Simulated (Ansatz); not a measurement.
One change: `Cl[SiH2][CH2][GaH2]` becomes `C[SiH2]C[SiH2]Cl`.

Ansatz, PBE0-D4/def2-TZVP geometries, multiplicity 1. Each molecule was computed in one conformer, which needn't be the lowest.

Scalar relativity is left out up to krypton.

```json
{"property": "HOMO–LUMO gap (B3LYP/def2-TZVPP) / eV", "`Cl[SiH2][CH2][GaH2]`": "6.60"}
{"property": "HOMO–LUMO gap (PBE/def2-TZVPP) / eV", "`Cl[SiH2][CH2][GaH2]`": "5.07"}
{"property": "LUMO energy (B3LYP/def2-TZVPP) / eV", "`Cl[SiH2][CH2][GaH2]`": "-1.10"}
{"property": "HOMO energy (PBE/def2-TZVPP) / eV", "`Cl[SiH2][CH2][GaH2]`": "-6.75"}
{"property": "HOMO–LUMO gap (ωB97M-V/def2-TZVPP) / eV", "`Cl[SiH2][CH2][GaH2]`": "10.89"}
{"property": "HOMO energy (PBE0/def2-TZVPP) / eV", "`Cl[SiH2][CH2][GaH2]`": "-7.93"}
```

Task: What does the change do to each property? (Best estimate.)

Result: Ansatz gave: 
```tsv
property	`C[SiH2]C[SiH2]Cl`	shift
HOMO–LUMO gap (B3LYP/def2-TZVPP) / eV	8.13	1.53
HOMO–LUMO gap (PBE/def2-TZVPP) / eV	6.41	1.34
LUMO energy (B3LYP/def2-TZVPP) / eV	-0.12	0.98
HOMO energy (PBE/def2-TZVPP) / eV	-7.19	-0.44
HOMO–LUMO gap (ωB97M-V/def2-TZVPP) / eV	12.44	1.55
HOMO energy (PBE0/def2-TZVPP) / eV	-8.48	-0.55
```

With PBE0 the HOMO falls by 0.55 eV and the LUMO rises by 0.94 eV, so the gap widens by about 1.49 eV. PBE moves the HOMO by -0.44 eV and ωB97M-V by -0.58 eV.

B3LYP here is the variant with VWN-RPA as its local correlation; programs differ in this.
